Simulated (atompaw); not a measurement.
## Al: PAW (atompaw) pseudisation with LDA (PW92), scalar-relativistic reference atom.

- Element: Al
- Generator: atompaw 4.2.0.5
- Type: PAW
- Functional: LDA (PW92)
- Relativity: scalar-relativistic
- Frozen core: [Ne]
- Valence charge: 3
- Reference configuration: 3s1 3p2
- Partial waves: 3s (bound): rc 1.60 bohr; 3s channel at 0.45 Ry: rc 2.25 bohr; 3p (bound): rc 2.25 bohr; 3p channel at 0.3 Ry: rc 2.25 bohr; 3d channel at 0.45 Ry: rc 2.25 bohr
- Local potential: troulliermartins scheme with l = 3 at 0 Ry, radius 1.90 bohr
- Core correction: smooth core density matched at 1.20 bohr
- Augmentation charge: besselshape compensation charge, radius 2.10 bohr; PAW radius 2.25 bohr; waves and projectors: custom rrkj gramschmidtortho

All-electron outer shells of the reference configuration (LDA (PW92), scalar-relativistic, ld1.x):

```tsv
shell	level (eV)	outermost node (bohr)	outermost maximum (bohr)
2s	-109.29	0.17	0.50
2p	-71.49	–	0.43
3s	-8.66	0.80	2.03
3p	-3.41	0.81	2.55
```

(1) Estimate the cutoffs (Ry, on a coarse ladder) from which the occupation-weighted sum of valence levels, in a spherical-Bessel basis at the reference potential, stays within 10 and 1 mRy of its value at 400 Ry.

(2) What does a ghost test show?

(3) Is the overlap operator S = 1 + Σ q|β⟩⟨β| positive definite (Bessel basis up to 400 Ry)?

(4) Which valence shell sets the plane-wave cutoff?

Answers

(1) 8 Ry and 15 Ry.

(2) No extra level below or beside the all-electron valence levels (s, p, d, f tested).

(3) Barely: its lowest eigenvalue is 0.027 (s channel).

(4) 3s: its level needs 15 Ry to come within 1 mRy, against 8 Ry for 3p.
